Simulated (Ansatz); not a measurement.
PBE exchange is replaced step by step with exact exchange (0 % is PBE, 25 % PBE0; no dispersion term), basis def2-TZVPD, Ansatz. System: the cluster ZrTe₂⁻ (the lowest doublet isomer of a short search). Charge -1, multiplicity 2. Geometry: r2SCAN-D4/def2-TZVPD, each spin state at its own.

Geometry of the doublet:

```xyz
3

Zr    0.178    0.681   -0.562
Te    2.061   -0.396    0.894
Te   -2.239   -0.285   -0.332
```

In the def2 sets Te, Zr take a core potential; there is no spin–orbit coupling. At PBE-D4/def2-TZVPD, PBE with 5 % exact exchange/def2-TZVPD, PBE with 10 % exact exchange/def2-TZVPD the highest occupied level of the charge -1 quartet lies above zero (up to 0.50 eV). It is a level of α spin, whose loss leaves a triplet; that state wasn't run at this geometry and level. The electron is either unbound and held by the finite basis, or the level is raised by self-interaction error. The structure comes from a short search, and lower isomers may exist.

HOMO and LUMO are taken over both spins.

| exact exchange (%) | HOMO (eV) | LUMO (eV) | gap (eV) | ⟨S²⟩ | quartet − doublet (kJ/mol) |
| --- | --- | --- | --- | --- | --- |
| 5 | -0.55 | 0.53 | 1.09 | 0.765 | 133.6 |
| 10 | -0.75 | 0.66 | 1.40 | 0.765 | 132.3 |
| 15 | -0.94 | 0.78 | 1.72 | 0.765 | 131.0 |
| 25 | -1.35 | 1.03 | 2.38 | 0.766 | 128.2 |
| 35 | -1.76 | 1.28 | 3.04 | 0.768 | 125.3 |
| 50 | -2.43 | 1.63 | 4.06 | 0.771 | 120.7 |

Fit a straight line to the column «quartet − doublet (kJ/mol)» against the share of exact exchange and predict its value at 0 %.

With x = exact exchange (%) and y = quartet − doublet (kJ/mol): mean x = 23.33, mean y = 128.5; Σ(x − x̄)(y − ȳ) = -410.8, Σ(x − x̄)² = 1433; slope b = -0.2867, intercept a = ȳ − b·x̄ = 135.2. The residuals of the fitted rows reach 0.2. At x = 0 the line gives 135.2 + (-0.2867 × 0) = 135.2; the run gave 134.8, 0.4 less than the line.
